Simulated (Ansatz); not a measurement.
**From B to In: the HOMO–LUMO gap**

All atoms of one element are swapped for its congeners: B2H6S2 `[BH2-]1[SH+][BH2-][SH+]1`; Al2H6S2 `[AlH2-]1[SH+][AlH2-][SH+]1`; In2H6S2 `[SH+]1[InH2-][SH+][InH2-]1`. The Ga member is missing. All are singlets with charge 0.

Shapes, held fixed at every level: PBE0-D4/def2-TZVP. Programs: Ansatz 0.2.0. Values in eV.

```
               level  B2H6S2  Al2H6S2  In2H6S2
    SPW92/def2-TZVPP    5.85     5.49     5.00
r2SCAN-D4/def2-TZVPP    6.61     6.23     5.81
 B3LYP-D4/def2-TZVPP    7.57     7.25     6.52
 BHLYP-D4/def2-TZVPP    9.96     9.66     8.60
  PBE0-D4/def2-TZVPP    8.07     7.69     6.97
  wB97X-V/def2-TZVPP   12.40    12.02    10.85
  wB97M-V/def2-TZVPP   11.92    11.49    10.31
```

At wB97M-V/def2-TZVPP the HOMO–LUMO gap falls at every step, from 11.92 to 10.31 eV. Every level shows the same order. For atoms past krypton def2 sets carry core potentials with scalar relativity. Orbital gaps aren't excitation energies, and the LUMO depends on the basis.
